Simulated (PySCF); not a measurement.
Ligands exchanged one at a time, In NH2-H. Gas-phase values, no solvent. One relaxed conformer stands for each flexible species; it need not be the lowest. Strings in code marks are SMILES.

The numbers are results of PySCF with PBE-D3(BJ)/def2-TZVP // CAM-B3LYP-D3(BJ)/def2-TZVP, not measurements. All candidates: neutral, multiplicity 1. Excitations are Tamm–Dancoff values on a coarser integration grid. The basis has no diffuse functions, so Rydberg states are missing or too high.

```
Item                  Result
-------------------  -------
T1 excitation (TDA)  3.62 eV
HOMO–LUMO gap        3.82 eV
S1 excitation (TDA)  4.05 eV
```

Which member has these values?
(A) `[NH2][In]([NH2])[NH2]`
(B) `[NH2][InH2]`
(C) `[NH2][InH][NH2]`

A, `[NH2][In]([NH2])[NH2]`. The others give `[NH2][InH2]`: 3.53 eV, 3.90 eV, 4.89 eV; `[NH2][InH][NH2]`: 3.91 eV, 4.16 eV, 4.31 eV
